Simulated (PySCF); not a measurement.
Species: C2H9BrGe2OS.
Bonds: C1–C2, C2–O3, O3–Ge4, Ge4–S5, S5–Ge6, Ge6–Br7. Hydrogens: H8, H9, H10 on C1; H11, H12 on C2; H13, H14 on Ge4; H15, H16 on Ge6.

A GFN2-xTB structure was refined with PySCF, PBE0-D3(BJ)/def2-SVP geometry optimisation, gas phase. Its GFN2-xTB values:

```tsv
coordinate	GFN2-xTB
C1–C2	1.519 Å
C1–H8	1.088 Å
C2–O3	1.422 Å
C2–H11	1.096 Å
O3–Ge4	1.776 Å
Ge4–S5	2.188 Å
Ge4–H13	1.518 Å
S5–Ge6	2.245 Å
Ge6–Br7	2.275 Å
Ge6–H15	1.513 Å
C1–C2–O3	109.6°
C2–O3–Ge4	126.6°
O3–Ge4–S5	96.6°
Ge4–S5–Ge6	98.7°
S5–Ge6–Br7	116.5°
C1–C2–O3–Ge4	136°
C2–O3–Ge4–S5	175°
O3–Ge4–S5–Ge6	0°
Ge4–S5–Ge6–Br7	-71°
```

Problem. How do these coordinates change at the PBE0-D3(BJ)/def2-SVP level?

Solution. 
| coordinate | PBE0-D3(BJ)/def2-SVP (Å or °) | change |
| --- | --- | --- |
| Ge6–Br7 | 2.322 | +0.047 |
| Ge4–S5 | 2.228 | +0.040 |
| S5–Ge6 | 2.217 | -0.028 |
| Ge4–H13 | 1.539 | +0.021 |
| Ge6–H15 | 1.529 | +0.016 |
| C1–H8 | 1.100 | +0.012 |
| C2–H11 | 1.107 | +0.011 |
| C2–O3 | 1.413 | -0.009 |
| C1–C2 | 1.510 | -0.009 |
| O3–Ge4 | 1.779 | +0.003 |
| O3–Ge4–S5 | 104.9 | +8.3 |
| S5–Ge6–Br7 | 110.5 | -6.0 |
| C2–O3–Ge4 | 121.8 | -4.8 |
| C1–C2–O3 | 109.2 | -0.4 |
| Ge4–S5–Ge6 | 98.3 | -0.4 |
| C1–C2–O3–Ge4 | -160 | +64 |
| C2–O3–Ge4–S5 | 138 | -37 |
| O3–Ge4–S5–Ge6 | -28 | -28 |
| Ge4–S5–Ge6–Br7 | -56 | +15 |

The energy falls by 4.7 kcal/mol over 21 energy and gradient evaluations, the largest force component goes from 0.0128 to 3.6e-04 Eh/bohr, and the atoms move by 0.464 Å rms after alignment. The bond that changes most is Ge6–Br7 (ends: germanium bonded to Br, S and 2 H; bromine bonded to Ge), which lengthens by 0.047 Å. Bonds longer at the end by more than 0.005 Å: 11 of 15; shorter: 3. Among the dihedrals that turn most is H12–C2–O3–Ge4, from -104° to -39°. Rotational constants go from 872.2, 506.1, 389.0 to 805.9, 563.1, 416.2 MHz.

The run used 201 basis functions and 140 SCF cycles in all. The run took about 15 min of CPU time (one thread, shared machine).

Stationary, but not proved a minimum. The numbers are those of one conformer.
